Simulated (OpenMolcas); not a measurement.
## Rh3+ in a point-charge field

Rh3+ among 4 point charges of -1.5 e arranged as a tetrahedron (Td), 2.32 Å from the ion.

```json
{
 "Program": "OpenMolcas",
 "Method": "CASSCF",
 "Basis": "ANO-RCC-VDZP [6s5p3d1f]",
 "Scalar Hamiltonian": "DKH2, point nucleus",
 "Active space": "6 electrons in 5 orbitals (4d)",
 "State averaging": "2S+1 = 5 even, 5 roots; 2S+1 = 3 even, 45 roots; 2S+1 = 1 even, 50 roots",
 "Spin-orbit coupling": "state interaction with AMFI integrals over the reference wave functions"
}
```

The lowest spin-free states (labels of Td), above the lowest:

```
State  Degeneracy  E (cm-1)  Free-ion L (%)
   5E           2       0.0         D (100)
  5T2           3      1459         D (100)
  3T1           3     18779          H (91)
   3E           2     19242          H (99)
  3T2           3     20030          H (94)
  3T1           3     20286          H (87)
  3T1           3     21794          P (58)
  3A2           1     22175         F (100)
  3T2           3     22655          F (91)
  3T1           3     23675          F (71)
  3A1           1     23779         G (100)
   3E           2     24418          G (98)
  3T1           3     24428          G (89)
  3T2           3     25350          G (96)
   1E           2     28186          I (96)
  1T2           3     28285          I (91)
  1A2           1     28756         I (100)
  1T2           3     29498          I (69)
  1A1           1     29533          I (75)
  1T1           3     29574          I (80)
```

The lowest levels with spin-orbit coupling:

```
E (cm-1)  Degeneracy  Label  2S+1
     0.0           1     A1     5
    92.4           3     T1     5
   173.4           2      E     5
   416.2           3     T2     5
    1190           1     A2     5
    1953           3     T2     5
    2508           3     T1     5
    2964           2      E     5
    3403           3     T2     5
    3810           3     T1     5
    4078           1     A1     5
   19189           1     A1     3
   19204           3     T2     3
   19325           3     T1     3
   19614           2      E     3
   19796           3     T2     3
   20065           3     T1     3
   20290           3     T2     3
   20318           2      E     3
   20374           2      E     3
```

Powder χT (cm3 K/mol): 0.165 at 2 K, 0.825 at 10 K, 3.52 at 50 K, 4.54 at 100 K, 5 at 200 K, 5.14 at 300 K. The effective moment at 300 K is 2.828 √(χT) = 6.41 μB.

The lowest level has 2S+1 = 5, for which the spin-only value is χT = S(S+1) / 2 = 3.000 cm3 K/mol (g = 2). The computed 5.140 at 300 K differs by +2.140, through orbital momentum, spin-orbit coupling and any other state in reach.

An orbital doublet at a regular site is open to a Jahn-Teller distortion, which this geometry leaves out. Without dynamic correlation the repulsion within the d shell is too large (B by tens of per cent), so at a given field states of lower spin stand too high. Point charges give a weaker field than real ligands, and real ions of this kind are as a rule low spin; the high spin found here belongs to the model. The ground term spreads over less than 5000 cm-1, several times less than with real ligands, so orbital moments are less quenched and χT lies further from the spin-only value than at real sites. Point charges carry no covalency, so the field is a model and not that of real ligands. No measured value stands beside these numbers.
